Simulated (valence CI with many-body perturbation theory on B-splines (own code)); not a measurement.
**Energy levels of Pt⁴⁵⁺**

Computed by valence CI with perturbative core correlation (CI+MBPT): five valence electrons over a frozen Dirac-Fock core [Ar] 3d10, radial functions for each j: 11 s, 11 p, 10 d, 8 f, 5 g, 2 h, with the one-electron correlation potential Σ1, the two-electron term Σ2, the three-electron term Σ3, Breit, model QED; selected CI, second order for the rest, scaled by the run's own slope (own B-spline code, finite nucleus).

The last digits are not significant, and no measured levels were compared; by estimate large intervals hold to a few tenths of a per cent, small ones and those within an open d or f shell to about a per cent. Among the levels kept, up to 2200 cm⁻¹ of a level comes from second order outside the variational space, and about a tenth of that is noise between levels of different J, which matters for small intervals.

Levels 46 to 90 of 186, with energies above the lowest level, (4s^2 4p1/2^2 4p3/2) J=3/2. "Leading %" is the weight of the configuration and term that name the level; weights of strongly mixed levels are sums over their largest components and can fall short, so below about 35 % the name and the second component can differ from the true leading terms, or belong to a minority configuration. In the jj column 3d3/2^4 stands for four electrons in 3d with j = 3/2. Lifetimes count E1, E2, E3, M1 and M2 decay at the calculated energies, and are blank where another channel may lead or the interval is too uncertain; long ones can be off by a factor of two.

| No. | Configuration | Term | J | E (eV) | Leading % | Lifetime | Leading jj | g |
| --- | --- | --- | --- | --- | --- | --- | --- | --- |
| 46 | 4s 4p3 4d | 2F° | 7/2 | 436.48 | 35 | 2.73 ps | 4s 4p1/2^2 4p3/2 4d5/2 (84 %) | 1.224 |
| 47 | 4s2 4p2 4d | 2D | 3/2 | 440.04 | 68 | 587 fs | 4s^2 4p3/2^2 4d3/2 (92 %) | 0.858 |
| 48 | 4s2 4p2 4d | 2F | 7/2 | 442.39 | 53 | 32.3 ps | 4s^2 4p3/2^2 4d5/2 (97 %) | 1.227 |
| 49 | 4s2 4p2 4d | 4F | 9/2 | 443.50 | 61 | 48.0 ns | 4s^2 4p3/2^2 4d5/2 (98 %) | 1.243 |
| 50 | 4s 4p3 4d | 4D° | 7/2 | 444.12 | 27 | 1.19 ps | 4s 4p1/2^2 4p3/2 4d5/2 (88 %) | 1.195 |
| 51 | 4s2 4p2 4d | 2P | 1/2 | 446.10 | 50 | 14.8 ps | 4s^2 4p3/2^2 4d5/2 (89 %) | 1.312 |
| 52 | 4s 4p3 4d | 2P° | 1/2 | 447.68 | 46 | 2.31 ps | 4s 4p1/2^2 4p3/2 4d5/2 (93 %) | 0.616 |
| 53 | 4s 4p3 4d | 2P° | 3/2 | 450.57 | 25 | 1.22 ps | 4s 4p1/2^2 4p3/2 4d5/2 (90 %) | 1.348 |
| 54 | 4s 4p3 4d | 2D° | 5/2 | 453.13 | 27 | 988 fs | 4s 4p1/2^2 4p3/2 4d5/2 (87 %) | 1.076 |
| 55 | 4s2 4p2 4d | 2D | 5/2 | 457.90 | 76 | 565 ps | 4s^2 4p3/2^2 4d5/2 (98 %) | 1.204 |
| 56 | 4s2 4p 4d2 | 4G° | 5/2 | 460.65 | 49 | 1.11 ps | 4s^2 4p1/2 4d3/2^2 (91 %) | 0.757 |
| 57 | 4s2 4p2 4d | 2P | 3/2 | 466.86 | 42 | 1.15 ps | 4s^2 4p3/2^2 4d5/2 (93 %) | 1.183 |
| 58 | 4s2 4p2 4d | 2D | 5/2 | 471.28 | 52 | 833 fs | 4s^2 4p3/2^2 4d5/2 (92 %) | 1.163 |
| 59 | 4s2 4p 4d2 | 4D° | 1/2 | 478.30 | 41 | 551 fs | 4s^2 4p1/2 4d3/2^2 (91 %) | 0.637 |
| 60 | 4s2 4p 4d2 | 4F° | 3/2 | 482.93 | 36 | 301 fs | 4s^2 4p1/2 4d3/2^2 (88 %) | 0.774 |
| 61 | 4p5 | 2P° | 3/2 | 487.41 | 68 | 778 fs | 4p1/2^2 4p3/2^3 (68 %) | 1.257 |
| 62 | 4s2 4p 4d2 | 4G° | 7/2 | 487.82 | 50 | 5.28 ps | 4s^2 4p1/2 4d3/2 4d5/2 (86 %) | 1.029 |
| 63 | 4s2 4p 4d2 | 4G° | 5/2 | 489.16 | 16 | 3.75 ps | 4s^2 4p1/2 4d3/2 4d5/2 (84 %) | 1.079 |
| 64 | 4s2 4p 4d2 | 4D° | 3/2 | 491.37 | 34 | 2.56 ps | 4s^2 4p1/2 4d3/2 4d5/2 (77 %) | 1.213 |
| 65 | 4s2 4p 4d2 | 2H° | 9/2 | 491.52 | 43 | 8.33 ps | 4s^2 4p1/2 4d3/2 4d5/2 (81 %) | 1.019 |
| 66 | 4s2 4p 4d2 | 4P° | 1/2 | 491.54 | 36 | 4.45 ps | 4s^2 4p1/2 4d3/2 4d5/2 (77 %) | 1.918 |
| 67 | 4s2 4p2 4f | 4G° | 7/2 | 504.49 | 33 | 11.8 ps | 4s^2 4p1/2 4p3/2 4f5/2 (65 %) | 0.983 |
| 68 | 4s2 4p2 4f | 4G° | 5/2 | 504.61 | 30 | 10.6 ps | 4s^2 4p1/2 4p3/2 4f5/2 (64 %) | 0.988 |
| 69 | 4s 4p4 | 2S | 1/2 | 505.09 | 32 | 514 fs | 4s 4p3/2^4 (89 %) | 1.807 |
| 70 | 4s2 4p 4d2 | 2F° | 7/2 | 507.74 | 22 | 530 fs | 4s^2 4p1/2 4d3/2 4d5/2 (64 %) | 1.100 |
| 71 | 4s2 4p2 4f | 4F° | 3/2 | 507.74 | 41 | 6.40 ps | 4s^2 4p1/2 4p3/2 4f5/2 (64 %) | 0.749 |
| 72 | 4s2 4p 4d2 | 4F° | 5/2 | 508.45 | 15 | 451 fs | 4s^2 4p1/2 4d3/2 4d5/2 (73 %) | 1.122 |
| 73 | 4s2 4p2 4f | 4G° | 9/2 | 511.12 | 33 | 17.6 ps | 4s^2 4p1/2 4p3/2 4f5/2 (34 %) | 1.119 |
| 74 | 4s2 4p2 4f | 4D° | 7/2 | 511.50 | 35 | 5.67 ps | 4s^2 4p1/2 4p3/2 4f7/2 (51 %) | 1.202 |
| 75 | 4s2 4p 4d2 | 4D° | 3/2 | 512.58 | 24 | 516 fs | 4s^2 4p1/2 4d3/2 4d5/2 (59 %) | 1.329 |
| 76 | 4s2 4p2 4f | 4F° | 3/2 | 512.75 | 18 | 1.09 ps | 4s 4p1/2 4p3/2^2 4d3/2 (35 %) | 0.972 |
| 77 | 4s 4p3 4d | 6D° | 1/2 | 514.08 | 28 | 1.81 ps | 4s 4p1/2 4p3/2^2 4d3/2 (70 %) | 1.691 |
| 78 | 4s 4p3 4d | 6D° | 5/2 | 514.64 | 14 | 2.69 ps | 4s 4p1/2 4p3/2^2 4d3/2 (41 %) | 1.124 |
| 79 | 4s 4p3 4d | 6D° | 7/2 | 515.39 | 20 | 3.71 ps | 4s^2 4p1/2 4d5/2^2 (36 %) | 1.251 |
| 80 | 4s2 4p2 4f | 2F° | 5/2 | 516.04 | 28 | 1.40 ps | 4s^2 4p1/2 4p3/2 4f5/2 (46 %) | 1.049 |
| 81 | 4s2 4p2 4f | 4F° | 9/2 | 517.36 | 24 | 6.01 ps | 4s^2 4p1/2 4p3/2 4f7/2 (54 %) | 1.210 |
| 82 | 4s2 4p2 4f | 4F° | 9/2 | 518.91 | 20 | 5.99 ps | 4s^2 4p1/2 4p3/2 4f7/2 (47 %) | 1.210 |
| 83 | 4s2 4p2 4f | 2D° | 3/2 | 520.43 | 31 | 1.62 ps | 4s^2 4p1/2 4p3/2 4f5/2 (66 %) | 1.093 |
| 84 | 4s2 4p2 4f | 4D° | 5/2 | 520.57 | 33 | 2.87 ps | 4s^2 4p1/2 4p3/2 4f7/2 (62 %) | 1.202 |
| 85 | 4s2 4p2 4f | 2F° | 7/2 | 520.63 | 36 | 2.07 ps | 4s^2 4p1/2 4p3/2 4f7/2 (59 %) | 1.167 |
| 86 | 4s2 4p2 4f | 2P° | 1/2 | 520.92 | 45 | 2.89 ps | 4s^2 4p1/2 4p3/2 4f5/2 (77 %) | 0.661 |
| 87 | 4s2 4p2 4f | 2H° | 11/2 | 522.82 | 55 | 6.01 ps | 4s^2 4p1/2 4p3/2 4f7/2 (90 %) | 1.167 |
| 88 | 4s2 4p2 4f | 2P° | 3/2 | 524.58 | 23 | 2.20 ps | 4s^2 4p1/2 4d5/2^2 (48 %) | 1.304 |
| 89 | 4s 4p3 4d | 4F° | 7/2 | 525.79 | 16 | 1.74 ps | 4s 4p1/2 4p3/2^2 4d3/2 (42 %) | 1.188 |
| 90 | 4s2 4p2 4f | 2D° | 5/2 | 525.83 | 27 | 2.31 ps | 4s^2 4p1/2 4p3/2 4f7/2 (50 %) | 1.140 |

Where two levels of one J and parity lie close, their mixing, g and order are uncertain.
